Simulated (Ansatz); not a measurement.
Gas-phase electronic energies from Ansatz, PBE0-D4/def2-TZVP geometries. CCSD(T)/CBS is the MP2 limit (def2-TZVPP, def2-QZVPP) plus CCSD(T) − MP2 in def2-TZVPP, frozen cores. This one scheme is used for every species, atoms too. Functionals use def2-TZVPP. B3LYP here is the variant with VWN-RPA as its local correlation; programs differ in this. No spin–orbit coupling; open shells (•) take unrestricted orbitals. Spin–orbit coupling would lower the free atoms: a little for C, O, Si.

`[SiH3][SiH]1CO1` → C• + 6 H• + O• + 2 Si•  (atomization)

| species | B3LYP-D4 energy (Eh) |
| --- | --- |
| `[SiH3][SiH]1CO1` | -696.02106 |
| C• | -37.85948 |
| H• | -0.50215 |
| O• | -75.09627 |
| Si• | -289.39209 |

Work out ΔE.

ΔE = 6 × (-0.50215) + 2 × (-289.39209) + (-37.85948) + (-75.09627) − (-696.02106) = 1.26823 Eh = +34.51 eV. CCSD(T)/CBS gives +34.63 eV.

Largest T1 diagnostic among the species: 0.015.

At CCSD(T), def2-SVP lies −2.55 eV from the extrapolated value and def2-TZVPP −0.98 eV: correlation converges slowly with the basis, and small sets miss more of it in the bonded molecule than in its fragments. Leaving LDA and LC-ωPBE aside and taking each functional with its dispersion term where it has one, the values, not all of them listed here, spread over 1.32 eV, from BHLYP-D4 to PBE-D4. LDA lies +4.55 eV from PBE without D4, its usual overbinding. In def2-TZVPP, CCSD(T) changes the Hartree–Fock value by +8.72 eV (the triples alone add +0.50 eV) and MP2 by +9.01 eV; breaking electron pairs costs correlation energy, which Hartree–Fock lacks.

For atomizations the MP2-based limit and the directly extrapolated one differ by several kJ/mol either way, and by 10 to 25 for some Ge, Se and Sn compounds, so smaller differences from it don't rank the levels.
